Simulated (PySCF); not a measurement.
Compound: cyclopentanecarbonyl chloride, C6H9ClO.
InChI=1S/C6H9ClO/c7-6(8)5-3-1-2-4-5/h5H,1-4H2

Method: TDDFT B3LYP/def2-SVPD, vertical, gas phase, core orbitals frozen in the response in PySCF 2.14.0, density-fitted response routines. One conformer (not necessarily the lowest) at the GFN2-xTB geometry, without solvent, vibrations or thermal averaging.

Q: List the vertical singlet excitations with oscillator strengths and describe the spectrum.

A: 

| state | E (eV) | λ (nm) | ν̃ (cm⁻¹) | f | main configurations (H = HOMO, L = LUMO) |
| --- | --- | --- | --- | --- | --- |
| S1 | 5.14 | 241.0 | 41490 | 0.0004 | H→L (97%) |
| S2 | 6.15 | 201.6 | 49610 | 0.0001 | H-1→L (98%) |
| S3 | 6.66 | 186.3 | 53690 | 0.012 | H-2→L (84%), H→L+2 (9%) |
| S4 | 7.12 | 174.1 | 57430 | 0.0010 | H-3→L (92%) |
| S5 | 7.31 | 169.6 | 58970 | 0.0020 | H-5→L (71%), H-4→L (14%) |
| S6 | 7.45 | 166.4 | 60100 | 0.017 | H-4→L (71%), H-5→L (16%) |
| S7 | 7.53 | 164.6 | 60770 | 0.071 | H-6→L (62%), H-4→L (12%), H→L+1 (10%) |
| S8 | 7.62 | 162.8 | 61430 | 0.037 | H→L+1 (59%), H-7→L (20%), H-6→L (10%) |

Triplets (Tamm–Dancoff): T1 4.65 eV, H→L (95%); T2 5.75 eV, H-2→L (78%); T3 6.01 eV, H-1→L (96%).

The lowest singlet comes at 241 nm (496 kJ/mol) in the ultraviolet; it is dark (f under 0.0005); its leading configuration is HOMO→LUMO (97%). The most intense listed level is S7 at 7.53 eV (165 nm, f = 0.071), 2.39 eV above S1. S1 has the pattern of n→π* at C=O. Orbital energies (eV): HOMO-3 -9.35, HOMO-2 -8.98, HOMO-1 -8.77, HOMO -8.21, LUMO -1.33, LUMO+1 0.18, LUMO+2 0.34. The oscillator strengths of these states sum to 0.140; summed over the whole spectrum of an exact calculation they would give the number of electrons, 70 (Thomas–Reiche–Kuhn). Weighted by f, the mean energy of these states is 7.46 eV. No computed singlet lies in the visible range (380 to 750 nm); the lowest, at 241 nm, stands 1.88 eV above its violet end (3.26 eV). Singlets were solved by full linear response, triplets in the Tamm–Dancoff approximation.
